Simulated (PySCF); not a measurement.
**Orbital energies and ionisation energy**

C6H9F3O.
SMILES with atom numbers: `[CH3:1][CH2:2]/[C:3](=[CH:4]/[O:5][CH3:6])[C:7]([F:8])([F:9])[F:10]` (hydrogens: H11, H12, H13 on C1; H14, H15 on C2; H16 on C4; H17, H18, H19 on C6)

Structure used (PBE0-D3(BJ)/def2-SVP), in Å, numbered top down from 1:
```xyz
19
C6H9F3O angstrom
C     -2.594   -0.368    0.494
C     -1.501   -0.477   -0.566
C     -0.232    0.243   -0.206
C      0.879   -0.430    0.138
O      2.010    0.148    0.550
C      3.121   -0.695    0.719
C     -0.260    1.744   -0.148
F      0.819    2.309   -0.693
F     -0.346    2.201    1.111
F     -1.326    2.229   -0.805
H     -2.253   -0.788    1.453
H     -2.879    0.680    0.670
H     -3.498   -0.912    0.182
H     -1.257   -1.537   -0.741
H     -1.881   -0.085   -1.524
H      0.879   -1.528    0.103
H      3.933   -0.080    1.127
H      3.450   -1.128   -0.241
H      2.903   -1.513    1.428
```

Level: wB97X-D/def2-SVPD (PySCF). Frontier orbitals with their largest atomic shares (Löwdin; up to four atoms above 4 %):

| orbital | ε (eV) | main atoms |
| --- | --- | --- |
| HOMO−3 | -11.94 | O5 21 %, C1 16 %, C2 13 %, C6 8 % |
| HOMO−2 | -11.78 | O5 22 %, C1 15 %, C2 12 %, H11 8 % |
| HOMO−1 | -11.62 | C2 18 %, C1 16 %, H14 10 %, H12 8 % |
| HOMO | -8.72 | ? |
| LUMO | 1.57 | C4 30 %, C3 25 %, O5 10 %, H16 7 % |
| LUMO+1 | 2.13 | C6 26 %, C4 15 %, H16 10 %, H19 10 % |
| LUMO+2 | 2.62 | C1 14 %, C6 13 %, C2 10 %, H14 8 % |

Task: What vertical ionisation energy does ΔSCF give, and how far is −ε(HOMO) from it?

Result: ΔSCF: 8.86 eV (855 kJ/mol; threshold wavelength 140 nm); ⟨S²⟩ of the doublet left behind is 0.759, against 0.75 for a pure doublet. −ε(HOMO) is 8.72 eV, 0.14 eV below it. In exact Kohn–Sham theory the two would be equal; wB97X-D (range-separated hybrid) comes within 0.14 eV of that here. Holes in the HOMO−1 and HOMO−2 were tried too where these lie within 1.2 eV of the HOMO; the lowest converged state counts.

Task: On which atoms does the HOMO lie?

Result: C3 (fully substituted alkene carbon) 31 %, O5 (ether oxygen) 24 %, C4 (vinylic carbon bearing oxygen) 19 %, C2 (allylic carbon) 6 %, so no atom holds as much as 40 %. The HOMO−1 lies 2.90 eV lower.

Task: With α = 83.2 au, estimate the like-pair dispersion coefficient by London's formula C6 = (3/4)α²I.

Result: I = 0.3255 Eh, so C6 ≈ 1690 au, a rough estimate.

Task: What total energies stand behind the ΔSCF value?

Result: E(N) = -608.18515 Eh and E(N − 1) = -607.85963 Eh at the same geometry, 0.32552 Eh apart.

Task: Shift the occupied levels rigidly so that −ε(HOMO) equals the ΔSCF value. What binding energies result?

Result: The shift is +0.14 eV: HOMO 8.86, HOMO−1 11.76, HOMO−2 11.92, HOMO−3 12.08 eV. A rigid shift is only a rough guide to the deeper ionisations.

Task: What kinetic energy would electrons from this vertical process carry with He II light (40.814 eV)?

Result: 40.81 − 8.86 = 31.95 eV.

One conformer (not necessarily the lowest) at the PBE0-D3(BJ)/def2-SVP geometry, without solvent, vibrations or thermal averaging.

The run behind these numbers computed excited states and ΔSCF ions as well. Time: 5.6 min of wall time. Hardware: an Arm Neoverse N1 with one thread, on a shared host.

wB97X-D is run here without its empirical dispersion term; that term would change no orbital, density or response property at a fixed geometry.
